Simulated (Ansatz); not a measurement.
Ansatz (a first-principles code) input (HF/3-21G): The .json file is the Basis Set Exchange's 3-21G.

Ansatz 0.2 input:
```yaml
crystal:
  periodic: [false, false, false]
  atoms:
    - {symbol: B, position_ang: [-0.66822401, 0.04807349, -0.01912585]}
    - {symbol: N, position_ang: [0.70094986, 0.06648565, 0.02393191]}
    - {symbol: H, position_ang: [-1.40486130, -0.94981211, -0.07498988]}
    - {symbol: H, position_ang: [-1.29366228, 1.10688525, -0.00347371]}
    - {symbol: H, position_ang: [1.13299466, -0.86284013, 0.00656949]}
basis:
  gaussian:
    orbitals: 3-21G.json
hamiltonian:
  xc: {name: HF}
total_charge: -1
phonons: {temperatures: {t_min: 298.15, t_max: 298.15, t_step: 100}}
```

Task: Which harmonic wavenumbers does it give?

Result: 924, 997, 1067, 1215, 1292, 1548, 2317, 2419, 3396 cm⁻¹ (unscaled; negative means imaginary).
